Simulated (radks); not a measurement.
Q: Lu4+, configuration [Xe] 4f13 (the NIST ground configuration). Method: Dirac Kohn-Sham, LB94 model potential, spin-unpolarised, spherical densities, finite nucleus; open shells fill j = l - 1/2 first; Fermi nuclear charge, rms radius 5.37 fm; computed with a radial shooting solver on a logarithmic mesh with Libxc functionals. Some entries of the table are withheld. Estimate them.

orbital,occ.,eigenvalue (eV),<1/r> (bohr^-1)
1s1/2,2,-63422.15,82.26
2s1/2,2,-10852.74,19.91
2p1/2,2,-10372.00,19.91
2p3/2,4,-9245.240,16.99
3s1/2,2,(1),7.291
3p1/2,2,-2295.534,7.220
3p3/2,4,-2055.702,6.471
3d3/2,4,-1687.006,(2)
3d5/2,6,-1634.491,(3)
4s1/2,2,-543.7407,3.049
4p1/2,2,(4),2.945
4p3/2,4,(5),2.679
4d3/2,4,(6),2.467
4d5/2,6,(7),2.403
5s1/2,2,-114.7803,1.182
5p1/2,2,-89.3168,(8)
5p3/2,4,-81.3688,(9)
4f5/2,6,-68.9974,1.915
4f7/2,7,-67.3409,1.887

A: 
(1) 3s1/2 eigenvalue (eV): -2510.986
(2) 3d3/2 <1/r> (bohr^-1): 6.367
(3) 3d5/2 <1/r> (bohr^-1): 6.187
(4) 4p1/2 eigenvalue (eV): -456.1654
(5) 4p3/2 eigenvalue (eV): -401.7833
(6) 4d3/2 eigenvalue (eV): -256.9906
(7) 4d5/2 eigenvalue (eV): -246.9862
(8) 5p1/2 <1/r> (bohr^-1): 1.059
(9) 5p3/2 <1/r> (bohr^-1): 0.9683
